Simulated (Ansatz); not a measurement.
**The standard entropy of GeCl2 (germanium dichloride) from a frequency calculation**

A singlet with charge 0, relaxed at PBE0/aug-cc-pVTZ (Ansatz 0.2.0):

```xyz
3

Cl   -0.0656   -1.6859    0.4237
Ge   -0.4222    0.0673   -0.8340
Cl    0.4878    1.6186    0.4103
```

Harmonic wavenumbers in cm⁻¹: 156, 382, 403.

Masses in u: Cl 35.45, Ge 72.63. Take T = 298.15 K, p = 1 bar, R = 8.3145 J/(mol K), kT/hc = 207.22 cm⁻¹, rigid rotor and harmonic oscillator.

Work out S° at 298 K.


1. Translation (Sackur–Tetrode): S = R[3/2 ln M + 5/2 ln T − 1.1517] with M = 143.53 gives 170.8 J/(mol K).
2. Rotation: principal moments 70.903, 198.984, 269.886 u Å² give A, B, C = 0.2378, 0.0847, 0.0625 cm⁻¹; the symmetry number is σ = 2; q = (√π/σ)√((kT/hc)³/ABC) = 74508; S = R(ln q + 3/2) = 105.7.
3. Vibration: with u = ν̃/207.22, each mode gives R[u/(eᵘ − 1) − ln(1 − e⁻ᵘ)]; the sum is 19.2, most from 156 cm⁻¹ (10.9), 382 cm⁻¹ (4.3), 403 cm⁻¹ (4.0).
4. Spin: R ln 1 = 0.0.
5. Sum: 170.8 + 105.7 + 19.2 + 0.0 = 295.7 J/(mol K).

No measured value is set beside it here.
